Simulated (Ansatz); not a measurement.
Geometry optimisation, Ansatz, DFT LDA, scalar-relativistic, plane waves, PAW.

Input:

```yaml
crystal:
  lattice:
    - [0.0, 5.43, 5.43]
    - [5.43, 0.0, 5.43]
    - [5.43, 5.43, 0.0]
  atoms:
    - { symbol: Si, position: [0.0, 0.0, 0.0] }
    - { symbol: Si, position: [0.125, 0.125, 0.125] }
    - { symbol: Si, position: [0.0, 0.0, 0.5] }
    - { symbol: Si, position: [0.125, 0.125, 0.625] }
    - { symbol: Si, position: [0.0, 0.5, 0.0] }
    - { symbol: Si, position: [0.125, 0.625, 0.125] }
    - { symbol: Si, position: [0.0, 0.5, 0.5] }
    - { symbol: Si, position: [0.125, 0.625, 0.625] }
    - { symbol: Si, position: [0.5, 0.0, 0.0] }
    - { symbol: Si, position: [0.625, 0.125, 0.125] }
    - { symbol: Si, position: [0.5, 0.0, 0.5] }
    - { symbol: Si, position: [0.625, 0.125, 0.625] }
    - { symbol: Si, position: [0.5, 0.5, 0.0] }
    - { symbol: Si, position: [0.625, 0.625, 0.125] }
    - { symbol: Si, position: [0.5, 0.5, 0.5] }
    - { symbol: Si, position: [0.625, 0.625, 0.625] }
    - { symbol: O, position: [0.8888174, 0.3714747, 0.3692652], spin: 1.0 }
magnetization:
  spin_polarized: true
basis:
  ecutwfc: 420.0
kpoints:
  mp_grid: { grid: [2, 2, 2] }
hamiltonian:
  xc: lda
scf:
  occupations: { method: fermi_dirac, width: 0.05 }
  lower_state_search: "off"
relax:
  f_tol: 0.08
  max_steps: 25
  adjacent_minimum: "off"
```

Launched with:

```bash
$ ansatz run input.yaml --threads 1 --pin off --max-ram 3072MiB --backend cpu --events-out ev --progress --plain --runs-dir out
```

Task: Where does it end, and by what steps?

Result: It converged. Limits of this set-up: coarse k mesh. After 8 steps the energy has fallen by 1.424 eV; O17 moved furthest, 0.71 Å. Joined: Si3–O17 (2.33 → 1.88 Å), Si5–O17 (2.32 → 1.87 Å), Si7–O17 (2.32 → 1.88 Å).

```
step  energy less start (eV)  largest force component (eV/Å)  accepted
   0                  0.0000                           0.504       yes
   1                 -0.1428                           0.656       yes
   2                 -0.5321                           0.888       yes
   3                 -0.9010                           0.729       yes
   4                 -1.2107                           0.294       yes
   5                 -1.3910                           0.223       yes
   6                 -1.3249                           0.574        no
   7                 -1.4189                           0.094       yes
   8                 -1.4239                           0.026       yes
```

```xyz
17
Lattice="0.0000 5.4300 5.4300 5.4300 0.0000 5.4300 5.4300 5.4300 0.0000" Properties=species:S:1:pos:R:3
Si 0.120 -0.125 -0.116
Si 1.153 1.298 1.294
Si 2.877 2.556 0.251
Si 4.128 4.281 1.301
Si 2.882 0.257 2.547
Si 4.139 1.294 4.276
Si 5.177 2.554 2.550
Si 6.883 3.973 3.978
Si -0.062 2.694 2.697
Si 1.470 3.958 3.961
Si 2.731 5.497 2.700
Si 4.100 6.761 4.117
Si 2.736 2.692 5.490
Si 4.097 4.110 6.762
Si 5.535 5.320 5.327
Si 6.745 6.761 6.761
O 3.613 7.251 7.247
```

Time of the run: 2 min on 1 thread of AMD EPYC 7R43 64-Core Processor (Zen 3) (shared host), peak memory 0.71 GiB.
